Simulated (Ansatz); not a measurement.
`B/C=C\[SiH](N)F` + `N=CO` → `N[SiH](F)/N=C/O` + `BC=C`  (ligand exchange at the Si–C bond)

Program: Ansatz. Geometries: PBE0-D4/def2-TZVP. ΔE: electronic, gas phase. CCSD(T)/CBS adds triple-zeta CCSD(T) − MP2 to the extrapolated MP2 energy (def2 sets, frozen cores). This one scheme is used for every species. Double bonds are as drawn, so ΔE can hold a change between cis and trans. DFT in def2-TZVPP. One conformer a species, not always the lowest.

CCSD(T)/CBS gives -17.3 kcal/mol.

(1) Another level gave -16.8 kcal/mol. Which?
A. r2SCAN-D4/def2-TZVPP
B. PBE-D4/def2-TZVPP
C. HF/def2-TZVPP
D. PBE0-D4/def2-TZVPP

Largest T1 diagnostic among the species: 0.014.

Results:

(1) D. PBE0-D4 -16.8, r2SCAN-D4 -17.8, HF/def2-TZVPP -21.4, PBE-D4 -15.7 kcal/mol.

From PBE to PBE0 (25 % exact exchange), in def2-TZVPP and without D4, ΔE moves by −1.0 kcal/mol. In def2-TZVPP, CCSD(T) changes the Hartree–Fock value by +4.2 kcal/mol (the triples alone add +0.4 kcal/mol) and MP2 by +3.2 kcal/mol. The D4 term adds +0.9 kcal/mol with B3LYP and +0.5 kcal/mol with PBE0; it sums over pairs of atoms, weighted by their polarisabilities, and B3LYP, whose exchange is more repulsive, gets the larger term.

B3LYP here is the variant with VWN-RPA as its local correlation; programs differ in this.
